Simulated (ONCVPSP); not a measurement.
u(r) = r·R(r): atom against pseudo-atom (Be)

Columns: radius, all-electron u(r) and pseudo u(r) of the 2p shell (level -2.50 eV) of beryllium in the configuration [He] 2s1 2p1; PBEsol, scalar-relativistic, ONCV scheme, ONCVPSP 4.0.1.

```csv
r (bohr),all-electron,pseudo
0.175,0.0348,0.0145
0.350,0.1042,0.0561
0.525,0.1811,0.1191
0.700,0.2543,0.1954
0.875,0.3196,0.2760
1.050,0.3757,0.3528
1.225,0.4234,0.4195
1.400,0.4628,0.4724
1.575,0.4935,0.5105
1.750,0.5158,0.5349
1.925,0.5305,0.5478
2.100,0.5386,0.5520
2.275,0.5409,0.5500
2.450,0.5383,0.5437
2.625,0.5316,0.5343
2.800,0.5214,0.5226
2.975,0.5085,0.5089
3.150,0.4934,0.4935
3.325,0.4766,0.4766
3.500,0.4586,0.4586
3.675,0.4397,0.4397
3.850,0.4203,0.4203
4.025,0.4007,0.4007
4.200,0.3810,0.3810
4.375,0.3615,0.3615
4.550,0.3424,0.3424
```

Q: How many radial nodes do the two functions have?

A: The all-electron 2p function has n − l − 1 = 0; the pseudo-wave has 0.

Q: At about which radius was the pseudo-wave matched?

A: 3.50 bohr. The columns agree to 0.0005 from 2.98 bohr on; several derivatives are matched, so the curves merge somewhat inside the radius.

Q: Is the pseudo-wave norm-conserving?

A: Yes: the ONCV scheme keeps the norm inside the radius equal to the all-electron one, which fixes the energy derivative of the logarithmic derivative at the level.
